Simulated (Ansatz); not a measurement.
Computed with Ansatz on PBE0-D4/def2-TZVP structures; ΔE is electronic, products minus reactants. CCSD(T)/CBS adds triple-zeta CCSD(T) − MP2 to the extrapolated MP2 energy (def2 sets, frozen cores). DFT in def2-TZVPP. B3LYP here is the variant with VWN-RPA as its local correlation; programs differ in this. HSE06 is defined as in plane-wave codes. For Se outer-core shells are correlated without core-valence functions, which leaves a few kJ/mol of doubt a bond. Scalar relativity is left out up to krypton. One conformer a species, not always the lowest.

Reaction (ligand exchange at the Al–N bond): `F[SiH2][NH][AlH2]` + `[SiH3][SeH]` → `[AlH2][Se][SiH3]` + `N[SiH2]F`

```csv
level,ΔE (kJ/mol),difference from CCSD(T)/CBS
PBE-D4,-32.7,-3.7
B3LYP-D4,-24.7,4.3
ωB97X-V,-26.4,2.6
B2PLYP,-24.3,4.7
revPBE,-32.1,-3.1
B3LYP,-23.3,5.7
r2SCANh,-30.4,-1.4
HSE06,-34.5,-5.5
CAM-B3LYP,-20.6,8.4
RPA@PBE/def2-TZVPP,-19.1,9.9
HF/def2-SVP,-22.6,6.4
CCSD(T)/def2-SVP,-17.6,11.4
HF/def2-TZVPP,-26.7,2.3
SCS-MP2/def2-TZVPP,-24.2,4.8
MP2/def2-QZVPP,-30.3,-1.3
HF/CBS(def2),-24.7,4.3
CCSD(T)/CBS,-29.0,0
```

Largest T1 diagnostic among the species: 0.012.

From BLYP to BHLYP (50 % exact exchange), in def2-TZVPP and without D4, ΔE moves by −4.3 kJ/mol. Leaving LDA and LC-ωPBE aside and taking each functional with its dispersion term where it has one, the values, not all of them listed here, spread over 13.8 kJ/mol, from HSE06-D4 to CAM-B3LYP-D4. At CCSD(T), def2-SVP lies +11.4 kJ/mol from the extrapolated value and def2-TZVPP +4.4 kJ/mol.
